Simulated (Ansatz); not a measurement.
C₂H₁₀BNSi (`BN[SiH](C)C`), 15 atoms. Charge 0, multiplicity 1. All runs use 4 threads of an Arm Neoverse V2 on a shared host. Correlated methods freeze the cores.

(1) How many basis functions does each run have, and how long does it take in Ansatz? RKS B97M-V/def2-TZVPP energy; RKS PBE0-D4/def2-QZVPP energy; RHF-CCSD(T)/def2-SVP energy; RHF-CCSD(T)/def2-TZVPP energy; RKS PBE0-D4/def2-TZVP frequencies; RKS PBE-QIDH (frozen core)/def2-TZVPP energy; RKS ωB97M-V/def2-QZVPP energy; RKS revPBE-D4/def2-TZVPP energy; RHF-MP2/def2-QZVPP energy; RKS PBE0-D4/def2-SVP energy; RKS ωB97M-V/def2-SVP energy; RKS B3LYP-D4/def2-TZVPP energy and forces. (Estimate.)

## Answers

(1) Ansatz gave: Other jobs shared the machine, so times are rough.

```json
{"level": "RKS PBE0-D4/def2-SVP", "job": "energy", "functions": "124", "wall time": "1.2 s", "peak host memory (GiB)": "0.28"}
{"level": "RKS revPBE-D4/def2-TZVPP", "job": "energy", "functions": "306", "wall time": "2.2 s", "peak host memory (GiB)": "0.43"}
{"level": "RKS ωB97M-V/def2-SVP", "job": "energy", "functions": "124", "wall time": "4.9 s", "peak host memory (GiB)": "0.39"}
{"level": "RKS B3LYP-D4/def2-TZVPP", "job": "energy and forces", "functions": "306", "wall time": "5.5 s", "peak host memory (GiB)": "1"}
{"level": "RKS PBE-QIDH (frozen core)/def2-TZVPP", "job": "energy", "functions": "306", "wall time": "6.5 s", "peak host memory (GiB)": "0.93"}
{"level": "RHF-CCSD(T)/def2-SVP", "job": "energy", "functions": "124", "wall time": "7.5 s", "peak host memory (GiB)": "0.74"}
{"level": "RKS PBE0-D4/def2-QZVPP", "job": "energy", "functions": "598", "wall time": "9 s", "peak host memory (GiB)": "2.5"}
{"level": "RKS B97M-V/def2-TZVPP", "job": "energy", "functions": "306", "wall time": "9.5 s", "peak host memory (GiB)": "0.54"}
{"level": "RKS ωB97M-V/def2-QZVPP", "job": "energy", "functions": "598", "wall time": "22 s", "peak host memory (GiB)": "2.8"}
{"level": "RHF-MP2/def2-QZVPP", "job": "energy", "functions": "598", "wall time": "29 s", "peak host memory (GiB)": "5"}
{"level": "RKS PBE0-D4/def2-TZVP", "job": "frequencies", "functions": "221", "wall time": "3.4 min", "peak host memory (GiB)": "0.67"}
{"level": "RHF-CCSD(T)/def2-TZVPP", "job": "energy", "functions": "306", "wall time": "12 min", "peak host memory (GiB)": "4"}
```

B3LYP here is the variant with VWN-RPA as its local correlation; programs differ in this.
